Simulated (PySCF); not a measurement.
W(OH)3(H)3 (H6O3W), SMILES [OH][WH3]([OH])[OH], multiplicity 1. Atoms are numbered in the order given.

```xyz
10

W      0.0000     0.0000     0.0767
O     -1.5845    -0.9148    -0.4259
H     -2.2830    -1.3181     0.1046
O      0.0000     1.8296    -0.4259
H      0.0000     2.6362     0.1046
O      1.5845    -0.9148    -0.4259
H      2.2830    -1.3181     0.1046
H      0.0000    -1.0416     1.4097
H     -0.9021     0.5208     1.4097
H      0.9021     0.5208     1.4097
```

Coordinates come from a B3LYP-D3(BJ)/def2-SVP optimisation. The spin state was assumed, not searched. The structure was generated by enumeration; whether it is a known compound was not checked. The def2 effective core potentials stand for the cores of W; spin–orbit coupling is left out. One conformer was computed; it need not be the lowest.

These are TDA-PBE/def2-SVPD (PySCF) values and carry that method's errors.

Vertical excitations; the highest root listed may be one member of a degenerate set. The molecule is in vacuum. State labels are in the subgroup Cs.

```json
[
 {"state": "S1", "symmetry": "A\"", "energy (eV)": "4.61", "λ (nm)": "269", "f": "0.000", "main pairs": "HOMO→LUMO+2 50 %, HOMO−1→LUMO+1 50 %"},
 {"state": "S2", "symmetry": "A'", "energy (eV)": "4.72", "λ (nm)": "263", "f": "0.006", "main pairs": "HOMO−1→LUMO, HOMO−1→LUMO+2, HOMO→LUMO+1 (degenerate set)"},
 {"state": "S3", "symmetry": "A\"", "energy (eV)": "4.72", "λ (nm)": "263", "f": "0.006", "main pairs": "HOMO→LUMO, HOMO−1→LUMO+1, HOMO→LUMO+2 (degenerate set)"},
 {"state": "S4", "symmetry": "A'", "energy (eV)": "4.91", "λ (nm)": "253", "f": "0.010", "main pairs": "HOMO−1→LUMO+2 46 %, HOMO→LUMO+1 46 %"},
 {"state": "S5", "symmetry": "A'", "energy (eV)": "5.14", "λ (nm)": "241", "f": "0.047", "main pairs": "HOMO→LUMO+1, HOMO−1→LUMO+2, HOMO−1→LUMO (degenerate set)"},
 {"state": "S6", "symmetry": "A\"", "energy (eV)": "5.14", "λ (nm)": "241", "f": "0.047", "main pairs": "HOMO→LUMO+2, HOMO−1→LUMO+1, HOMO→LUMO (degenerate set)"},
 {"state": "S7", "symmetry": "A\"", "energy (eV)": "5.95", "λ (nm)": "208", "f": "0.000", "main pairs": "HOMO−2→LUMO 97 %"},
 {"state": "S8", "symmetry": "A'", "energy (eV)": "5.98", "λ (nm)": "207", "f": "0.000", "main pairs": "HOMO−1→LUMO+3 (degenerate set)"},
 {"state": "S9", "symmetry": "A\"", "energy (eV)": "5.98", "λ (nm)": "207", "f": "0.000", "main pairs": "HOMO→LUMO+3 (degenerate set)"},
 {"state": "S10", "symmetry": "A\"", "energy (eV)": "6.09", "λ (nm)": "204", "f": "0.000", "main pairs": "HOMO→LUMO+4 50 %, HOMO−1→LUMO+5 50 %"},
 {"state": "T1", "symmetry": "A'", "energy (eV)": "4.11", "λ (nm)": "302", "f": "0", "main pairs": "HOMO→LUMO+1 49 %, HOMO−1→LUMO+2 49 %"},
 {"state": "T2", "symmetry": "A\"", "energy (eV)": "4.16", "λ (nm)": "298", "f": "0", "main pairs": "HOMO→LUMO, HOMO→LUMO+2, HOMO−1→LUMO+1 (degenerate set)"},
 {"state": "T3", "symmetry": "A'", "energy (eV)": "4.16", "λ (nm)": "298", "f": "0", "main pairs": "HOMO−1→LUMO, HOMO→LUMO+1, HOMO−1→LUMO+2 (degenerate set)"},
 {"state": "T4", "symmetry": "A\"", "energy (eV)": "4.35", "λ (nm)": "285", "f": "0", "main pairs": "HOMO−1→LUMO+1 50 %, HOMO→LUMO+2 50 %"}
]
```
Triplets are in the Tamm–Dancoff approximation.
